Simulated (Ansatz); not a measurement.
Ansatz (a quantum-chemistry and plane-wave program) input (B3LYP/STO-3G):

Ansatz 0.2 input:
```yaml
crystal:
  periodic: [false, false, false]
  atoms:
    - {symbol: Mg, position_ang: [0.00000000, 0.00000000, 0.00000000]}
    - {symbol: I, position_ang: [-0.00000000, -0.00000000, -2.59576700]}
    - {symbol: I, position_ang: [0.00000000, 0.00000000, 2.59576700]}
basis:
  gaussian:
    orbitals: STO-3G
hamiltonian:
  xc: {name: B3LYP}
total_charge: 1
magnetization: {spin_polarized: true, initial_magnetization: 1}
output: {forces: true}
```

Output:

```
Functional definition: B3LYP
integrals: 0.02 GiB planned
644 factors; integrals over basis functions are off by at most 6.3e-5 eV
mean field: 0.64 GiB planned
mean field evaluation 1: about -378322.2848 eV, gradient 1.6e1 eV
mean field evaluation 2: about -378322.5581 eV, gradient 1.6e1 eV
mean field evaluation 4: about -378324.4914 eV, gradient 7.1e-2 eV
mean field evaluation 8: about -378324.4913 eV, gradient 5.8e-4 eV
mean field evaluation 16: about -378324.4913 eV, gradient 1.1e-6 eV
mean field evaluation 32: about -378324.3281 eV, gradient 6.8e-3 eV
mean field evaluation 64: about -378324.4784 eV, gradient 1.3e-1 eV
mean field -378324.49130947 eV, -13903.1686180725 hartree, gradient 4.2e-6 eV, S^2 0.750994; 10 other end points of the search recorded, 0 dependent functions left out
the calculation of the forces begins
reference -378324.49147649 eV, -13903.1686242103 hartree; 59, 58 occupied and 4, 5 virtual orbitals, 644 factors
Total energy: -378324.49147649 eV, -13903.1686242103 hartree
Atom 0 at     0.000000     0.000000     0.000000 Å, force    -0.000000     0.000000    -0.000000 eV/Å
Atom 1 at    -0.000000    -0.000000    -2.595767 Å, force     0.000000    -0.000000     1.019679 eV/Å
Atom 2 at     0.000000     0.000000     2.595767 Å, force    -0.000000     0.000000    -1.019679 eV/Å
Dipole moment:     0.000000    -0.000000    -0.000000 e Å
```

The dipole moment of an ion depends on the origin.

The geometry given is a B3LYP-D3(BJ)/def2-TZVP minimum.
